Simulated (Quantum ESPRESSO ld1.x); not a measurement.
These are the eigenvalues of the occupied orbitals of an atom or ion with whole-number occupations (hartree). Method: Dirac Kohn-Sham, BLYP, spin-unpolarised, spherical densities, point nucleus; computed with ld1.x of Quantum ESPRESSO 7.5.

1s1/2: -2966.2898
2s1/2: -524.5386
2p1/2: -503.0245
2p3/2: -435.5366
3s1/2: -125.2561
3p1/2: -115.5984
3p3/2: -100.7057
3d3/2: -84.6975
3d5/2: -81.4971
4s1/2: -28.6833
4p1/2: -24.5671
4p3/2: -20.9938
4d3/2: -14.2669
4d5/2: -13.6016
5s1/2: -5.8728
4f5/2: -4.9730
4f7/2: -4.8326
5p1/2: -4.5254
5p3/2: -3.8988
5d3/2: -2.0507
5d5/2: -1.9778

Which element is it, and in what charge state? The configuration may be excited. Open shells, if any, fill j = l - 1/2 first.

Answer. Z = 79, gold, charge +4: Au4+ in [Xe] 4f14 5d7. The list shows which subshells hold electrons but not how many an open one holds; the 1s level, -2966.3 hartree, gives Z - s = 77.0 by -(Z - s)^2/2, which with screening and relativity narrows Z to a few neighbours, and the depths of the outer levels then fix element, charge and occupations together.
